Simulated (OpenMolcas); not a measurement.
Ru5+ among 5 point charges of -2 e arranged as a trigonal bipyramid (D3h). The axial distance is 0.88 times the equatorial one, R.

```yaml
Program: OpenMolcas 26.06
Method: CASSCF
Basis: ANO-RCC-VDZP [6s5p3d1f]
Scalar_Hamiltonian: DKH2, point nucleus
Active_space: 3 electrons in 5 orbitals (4d)
State_averaging: 2S+1 = 4 even, 10 roots; 2S+1 = 2 even, 40 roots
Spin-orbit_coupling: state interaction with AMFI integrals over the reference wave functions
```

All point charges move together. At R = 1.99 Å the first state of the same spin is 695.5 cm-1, and at R = 2.1 Å it is 609 cm-1.

Question: A third run gives 419.8 cm-1. What distance was it run at?

Answer: With a power law R^-n the two known points give n = -ln(609 / 695.5) / ln(2.1 / 1.99) = 2.47. Then R = 1.99 × (695.5 / 419.8)^(1/2.47) = 2.441 Å. The run was at 2.34 Å, so the estimate is off by +0.101 Å.

An orbital doublet at a regular site is open to a Jahn-Teller distortion, which this geometry leaves out. Without dynamic correlation the repulsion within the d shell is too large (B by tens of per cent), so at a given field states of lower spin stand too high. Spin-orbit coupling mixes the spin-free states strongly: the lowest level takes only 69 % from its leading state, 4E (figures for R = 2.1; the like holds for R = 2.34). This is an electrostatic model: the charges have no orbitals. An unlabelled pair can be two single states that coincide in this model. No measured value stands beside these numbers.
